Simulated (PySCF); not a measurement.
Species: C6H6N (doublet state).
Numbering: `[CH2:1]=[CH:2][C@:3]1([C:4]#[N:5])[CH:6][CH2:7]1` (hydrogens: H8, H9 on C1; H10 on C2; H11 on C6; H12, H13 on C7)

Geometry (GFN2-xTB, Å), atoms numbered from 1 in this order:
```xyz
13
C6H6N angstrom
C      1.9351   -0.6851   -0.0626
C      1.0379   -0.1512    0.7445
C     -0.3446    0.2576    0.3696
C     -0.7244    1.5170    0.9243
N     -1.0508    2.5220    1.3672
C     -1.4606   -0.7132    0.2565
C     -0.9754   -0.1239   -0.9778
H      1.7487   -0.8701   -1.1071
H      2.9100   -0.9638    0.2982
H      1.2766    0.0373    1.7836
H     -2.4258   -0.7051    0.7171
H     -1.5812    0.5985   -1.5176
H     -0.3499   -0.7196   -1.6283
```

The hyperfine couplings belong to this conformer and change with its torsions.

Theory: UKS B3LYP, pcH-1 on C H N, non-relativistic, mean-field spin-orbit, GIAO (PySCF). The structure is a single GFN2-xTB conformer in the gas phase; no vibrational or solvent corrections. GFN2-xTB frequencies show an imaginary mode (43i cm⁻¹), so this geometry is no minimum at that level. Couplings are sensitive to structure, and on GFN2-xTB geometries they can be far from those on DFT ones. Stability of the SCF solution: not tested.

Mulliken spin populations: C1 -0.009, C2 +0.024, C3 -0.019, C4 -0.003, N5 +0.032, C6 +0.973, C7 -0.051, H8 +0.001, H9 +0.002, H10 +0.003, H11 -0.017, H12 +0.030, H13 +0.035.

**Question.** Give the computed dipolar 1H tensors of H8, H9, H10, H12, H13.

**Answer.** 
| atom | position | distance from C6 (Å) | T1 (MHz) | T2 | T3 |
| --- | --- | --- | --- | --- | --- |
| H8 | 4 bonds from C6 | 3.49 | -1.98 | -1.75 | 3.74 |
| H9 | 4 bonds from C6 | 4.38 | -1.16 | -0.77 | 1.93 |
| H10 | γ, 3 bonds from C6 | 3.22 | -2.72 | -1.89 | 4.61 |
| H12 | β, 2 bonds from C6 | 2.21 | -4.96 | -2.28 | 7.24 |
| H13 | β, 2 bonds from C6 | 2.19 | -6.58 | -4.27 | 10.86 |

**Question.** Estimate them with point dipoles: put each population ρk at its nucleus, leave out the nucleus itself and the atom bound to it, and sum T = Σ [ρk/(2S)]·C·(3 n nᵀ − 1)/r³ with C = μ0 gₑ μB g_N μN/(4π h) = 79.06 MHz Å³.

**Answer.** 
```tsv
atom	T1 (MHz)	T2	T3	T3, computed	difference in T3 (%)
H8	-2.10	-1.48	3.58	3.74	-4
H9	-1.11	-0.99	2.10	1.93	+9
H10	-2.27	-2.04	4.31	4.61	-6
H12	-7.52	-6.30	13.82	7.24	+91
H13	-7.67	-6.63	14.30	10.86	+32
```

In T3 the estimate is closest for H8 (-4 %, 3.49 Å from C6) and worst for H12 (+91 %, 2.21 Å).

**Question.** If all the spin sat on C6, T∥ = 2C/r³. What distance does the computed T3 of H10 then imply?

**Answer.** r = (2 × 79.06/4.61)^(1/3) = 3.25 Å, against 3.22 Å in the structure.

The run took 41 s of wall time (grids of density and orbitals included) on an Arm Neoverse V2 with one thread, no GPU, on a shared host, and the process peaked at 0.87 GiB of memory.
